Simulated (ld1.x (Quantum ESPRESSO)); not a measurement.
## An all-electron radial function and its pseudo partner (boron (B))

Columns: radius, all-electron u(r) and pseudo u(r) of the 2p shell (level -3.73 eV) of boron in the configuration [He] 2s1.75 2p1.25; PBE, scalar-relativistic, TM scheme, ld1.x (Quantum ESPRESSO) 7.5.

```tsv
r (bohr)	all-electron	pseudo
0.105	0.0298	0.0134
0.210	0.0944	0.0521
0.315	0.1712	0.1123
0.420	0.2488	0.1879
0.525	0.3214	0.2714
0.630	0.3864	0.3551
0.735	0.4426	0.4320
0.840	0.4905	0.4973
0.945	0.5310	0.5483
1.050	0.5639	0.5849
1.155	0.5894	0.6088
1.260	0.6080	0.6229
1.365	0.6203	0.6299
1.470	0.6272	0.6321
1.575	0.6293	0.6312
1.680	0.6272	0.6277
1.785	0.6217	0.6218
1.890	0.6133	0.6133
1.995	0.6025	0.6025
2.100	0.5898	0.5898
2.205	0.5755	0.5755
2.310	0.5601	0.5601
2.415	0.5437	0.5437
2.520	0.5267	0.5267
2.625	0.5093	0.5093
2.730	0.4916	0.4916
```

**Question.** How many radial nodes do the two functions have?

**Answer.** The all-electron 2p function has n − l − 1 = 0; the pseudo-wave has 0.

**Question.** At about which radius was the pseudo-wave matched?

**Answer.** 1.95 bohr. The columns agree to 0.0005 from 1.78 bohr on; several derivatives are matched, so the curves merge somewhat inside the radius.

**Question.** Is the pseudo-wave norm-conserving?

**Answer.** Yes: the TM scheme keeps the norm inside the radius equal to the all-electron one, which fixes the energy derivative of the logarithmic derivative at the level.
